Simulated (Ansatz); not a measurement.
`C[Si](N)(F)P`, relaxed with RKS PBE0-D4/def2-TZVP in Ansatz from a PBE-D4/def2-SVP geometry. The force threshold is 0.005 eV/Å; the program also tests the step.

Total charge 0; spin multiplicity 1.

Start:

```xyz
12

C     0.669    0.476    1.307
Si    0.173   -0.385   -0.281
N    -1.181   -1.410    0.029
F     1.514   -1.205   -0.805
P    -0.428    0.914   -2.045
H     0.923   -0.268    2.091
H    -0.152    1.115    1.687
H     1.563    1.111    1.146
H    -1.655   -1.878   -0.747
H    -1.219   -1.979    0.879
H     0.836    1.607   -2.065
H    -1.045    1.902   -1.196
```

Question: By how much does the energy fall, and how many steps does the optimiser take? (An estimate is asked.)

Answer: The calculation gave: 7.71 kJ/mol, in 11 steps, 3 of them rejected.

Question: Which bonds change most? (Estimate.)

Answer: The calculation gave: Si2–F4 from 1.656 to 1.612 Å; Si2–N3 from 1.726 to 1.701 Å; Si2–P5 from 2.271 to 2.246 Å; P5–H11 from 1.442 to 1.420 Å.

Question: Give the relaxed structure. (An estimate is asked.)

Answer: The calculation gave: 
```xyz
12

C     0.674    0.459    1.294
Si    0.187   -0.387   -0.284
N    -1.144   -1.402    0.019
F     1.493   -1.181   -0.796
P    -0.391    0.899   -2.032
H     0.919   -0.279    2.064
H    -0.136    1.090    1.665
H     1.556    1.083    1.138
H    -1.643   -1.855   -0.729
H    -1.245   -1.898    0.890
H     0.821    1.638   -2.009
H    -1.090    1.833   -1.221
```
